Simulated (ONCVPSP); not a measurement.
## An odd input for ONCVPSP 4.0.1 (Si (Z = 14))

Command:

```bash
oncvpsp.x < Si.dat > Si.out
```

Input:

```
# ATOM AND REFERENCE CONFIGURATION
# atsym  z   nc   nv     iexc    psfile
  Si 14.00    1    4  -116133      upf
#
#   n    l    f
    1    0    2.00
    2    0    2.00
    2    1    6.00
    3    0    2.00
    3    1    2.00
#
# PSEUDOPOTENTIAL AND OPTIMIZATION
# lmax
    1
#
#   l,   rc,      ep,       ncon, nbas, qcut
    0    0.95    0.00    4    8   14.20
    1    1.05    0.00    4    8   10.10
    2    1.05    0.10    5    8    7.70
#
# LOCAL POTENTIAL
# lloc, lpopt,  rc(5),   dvloc0
    4    5    0.75    1.00
#
# VANDERBILT-KLEINMAN-BYLANDER PROJECTORs
# l, nproj, debl
    0    2    0.60
    1    2    1.10
    2    2    1.30
#
# MODEL CORE CHARGE
# icmod, fcfact, rcfact
    3    4.00    1.40
#
# LOG DERIVATIVE ANALYSIS
# epsh1, epsh2, depsh
   -7.00    5.00    0.04
#
# OUTPUT GRID
# rlmax, drl
    6.00    0.01
#
# TEST CONFIGURATIONS
# ncnf
    4
# nvcnf
#   n    l    f
    4
    2    0    2.00
    2    1    6.00
    3    0    2.00
    3    1    1.00
#
    4
    2    0    2.00
    2    1    6.00
    3    0    2.00
    3    1    0.00
#
    4
    2    0    2.00
    2    1    6.00
    3    0    1.00
    3    1    0.00
#
    4
    2    0    2.00
    2    1    6.00
    3    0    1.00
    3    1    2.00
#
```

This is an input that runs to its end, with one change: lmax lowered by one with the lists unchanged.

Q: How does the run end?

A: The program refuses the input: "Read ERROR, input data file line 19".

```
ONCVPSP  (Optimized Norm-Conservinng Vanderbilt PSeudopotential)
scalar-relativistic version 4.0.1

Read ERROR, input data file line  19
Program will stop
```
